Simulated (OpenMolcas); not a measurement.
4d along the 37-electron sequence

| Quantity | Value |
| --- | --- |
| Program | OpenMolcas 26.06 |
| Method | CASSCF |
| Basis | ANO-RCC-VQZP |
| Scalar Hamiltonian | DKH2, point nucleus |
| Spin-orbit coupling | RASSI with atomic mean-field integrals over the reference wave functions, term energies averaged over their components |

Active space for each ion: 1 electron in 5 orbitals (4d).

Computed levels in cm-1 above 2D 3/2:

```tsv
Level	Zr3+	Nb4+	Mo5+	Tc6+	Ru7+
2D 5/2	1223	1787	2418	3144	4037
weight of 2D in the lowest level (%)	100	100	100	100	100
```

Measured, with the error of the calculation in %. Measured levels: Zr3+ from the list in Rauch et al., Astron. Astrophys. 599, A142 (2017); Nb4+ from Moore, Atomic Energy Levels, vol. II, NSRDS-NBS 35 (1971 reprint of NBS Circular 467, 1952); Mo5+ from Sugar and Musgrove, J. Phys. Chem. Ref. Data 17, 155 (1988).

```csv
Level,Zr3+,Nb4+,Mo5+
2D 5/2,1251 (-2.2),1870 (-4.5),2584 (-6.4)
```

The fine-structure level 2D 5/2 changes by a factor of 3.3 from Zr3+ to Ru7+. Its fourth root runs 5.91, 6.50, 7.01, 7.49, 7.97, with steps per unit of Z of 0.59, 0.51, 0.48, 0.48; equal steps would mean a (Z - σ)^4 law with constant σ.

With one active electron the reference holds no correlation, so core polarisation is missing. Measured partners are found by configuration, term and J. A level has none where our copy of the source lacks it or the pairing is in doubt (some pairs that miss far off the trend of their configuration count as doubtful), and it then counts in no deviation. Levels of configurations outside the active space are missing.
